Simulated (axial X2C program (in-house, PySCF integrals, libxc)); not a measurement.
# Correcting the dissociation energy of TeC for spin–orbit coupling

A spin-free PBE0 curve (one-electron X2C) was computed with an in-house relativistic program for diatomic molecules, basis Te dyall-cv3z [11s12p8d4f1g], C dyall-v3z [7s6p2d1f] (cores contracted in-house), for the state M_S = 0, Λ = 0 (closed shell). It gives D0 = 4.642 eV to Te + C, which in a spin-free picture are the weighted means of the ground terms.

Measured levels of the ground terms (NIST Handbook of Basic Atomic Spectroscopic Data), in cm⁻¹: Te 3P: J = 2 at 0, J = 0 at 4706.5, J = 1 at 4750.7; C 3P: J = 0 at 0, J = 1 at 16.4, J = 2 at 43.4.

The molecular state has Λ = 0, so it has no first-order lowering.

Problem. How far does each ground level lie under the (2J+1)-weighted mean of its term?

Solution. Te: (5 × 0 + 1 × 4706.5 + 3 × 4750.7)/9 = 2107 cm⁻¹; C: (1 × 0 + 3 × 16.4 + 5 × 43.4)/9 = 30 cm⁻¹.

Problem. Correct D0.

Solution. D0 = 4.642 + (0 − 2137)/8065.5 = 4.377 eV at PBE0 with these spin–orbit terms.

Second-order spin–orbit effects in the molecule, which grow quickly with Z, are left out. Occupations by symmetry block were frozen at the best pattern of an incomplete PBE0 search. Dissociation energies refer to the lowest single-determinant-based atoms at the same level and basis.
